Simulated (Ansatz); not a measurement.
Species: MoH$_{2}$, charge 0, multiplicity 3. The spin state was set by rule; other spins were not relaxed. 
Structure (B3LYP-D3(BJ)/def2-TZVP (Ansatz, a quantum-chemistry and plane-wave program) minimum search):
```xyz
3

Mo     0.0406     0.0076     0.0174
H     -0.6358    -1.5272    -0.2721
H     -1.0683     1.2085    -0.4574
```
Charge 0, spin multiplicity 3.

Quantity: vertical singlet-triplet gap (E(singlet) - E(triplet); the singlet is one closed-shell determinant, which may describe it poorly; each state is the SCF solution reached for its spin; the UHF <S^2> is 3.01 for the triplet (pure: 2.00); for the singlet the Hartree-Fock reference is unstable and T1 is 0.041; for the triplet the Hartree-Fock reference is unstable and T1 is 0.048), in kcal/mol. Valence correlation only, unless marked. Open shells are spin-unrestricted. Spin-orbit coupling is left out. Frozen are the shells of the preceding noble gas and the d and f shells that filled before the atom's block. Past Kr the def2 sets carry scalar-relativistic core potentials. 

```
level               program  vertical singlet-triplet gap (kcal/mol)
------------------  -------  ---------------------------------------
SVWN5/def2-TZVPD     Ansatz                                     35.4
r2SCAN/def2-TZVPD    Ansatz                                     49.2
B3LYP/def2-TZVPD     Ansatz                                     35.2
PBE0/def2-TZVPD      Ansatz                                     41.6
wB97M-V/def2-TZVPD   Ansatz                                     29.2
RI-MP2/def2-QZVPPD   Ansatz                                     38.5
```
